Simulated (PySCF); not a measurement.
# How methods differ on the excitation energy of Zn⁺

Zn⁺ [Ar] 3d10 4s1 (2S) → Zn⁺ [Ar] 3d9 4s1 4p1 (high-spin determinant), as a difference of total energies. Computed with PySCF 2.14 in aug-cc-pVDZ-PP with ECP10MDF, with a scalar-relativistic core potential. Correlated levels: valence: 3s2 3p6 frozen. The calculations carry no spin-orbit coupling.

```tsv
method	excitation energy (eV)
UHF	10.860
LDA	14.137
PBE	13.510
PBE0	13.068
r2SCAN	12.809
BHandHLYP	12.686
LC-wPBE	13.167
PBEsol	13.663
wB97M-V	12.971
MP2 (valence)	13.610
SCS-MP2 (valence)	13.372
```

**Question.** How much does correlation contribute at MP2 (valence)?

**Answer.** 13.610 − (10.860) = 2.750 eV, measured against UHF.

The determinant of the upper state mixes LS terms, which raises its energy above the lowest term, most at the Hartree-Fock and MP2 levels.
